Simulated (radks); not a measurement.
Trend from Zr2+ to Cd2+: ionisation energy by Delta-SCF between NIST ground configurations, and size. All-electron calculation, scalar-relativistic Kohn-Sham, r2SCAN, spin-polarised, spherical densities, finite nucleus; open shells are filled with parallel spins first (spin-orbit coupling, left out, can overturn this in heavy ions); meta-GGA in the generalised Kohn-Sham scheme; Fermi nuclear charge, rms radius of each element as measured or else 0.836 A^(1/3) + 0.57 fm. Program: a radial shooting solver on a logarithmic mesh with Libxc functionals.

| species | configuration | configuration of the ion | IE (eV) | NIST (eV) | kind | outermost | <r> outermost (bohr) |
|---|---|---|---|---|---|---|---|
| Zr2+ | [Kr] 4d2 | [Kr] 4d1 | 22.920 | 23.170 | semi-emp. | 4d | 1.98 |
| Nb2+ | [Kr] 4d3 | [Kr] 4d2 | 25.505 | 25.040 | semi-emp. | 4d | 1.83 |
| Mo2+ | [Kr] 4d4 | [Kr] 4d3 | 27.962 | 27.1 | semi-emp. | 4d | 1.70 |
| Tc2+ | [Kr] 4d5 | [Kr] 4d4 | 30.333 | 29.550 | semi-emp. | 4d | 1.59 |
| Ru2+ | [Kr] 4d6 | [Kr] 4d5 | 27.542 | 28.470 | semi-emp. | 4d | 1.54 |
| Rh2+ | [Kr] 4d7 | [Kr] 4d6 | 30.428 | 31.060 | semi-emp. | 4d | 1.45 |
| Pd2+ | [Kr] 4d8 | [Kr] 4d7 | 33.075 | 32.930 | semi-emp. | 4d | 1.37 |
| Ag2+ | [Kr] 4d9 | [Kr] 4d8 | 35.612 | 34.8 | semi-emp. | 4d | 1.31 |
| Cd2+ | [Kr] 4d10 | [Kr] 4d9 | 38.073 | 37.47 | exp. | 4d | 1.25 |

Reference values: NIST Atomic Spectra Database (exp. = measured, semi-emp. = semi-empirical, theory = theoretical value adopted there). Open shells are spherical and high-spin; term and fine-structure splittings are not resolved.
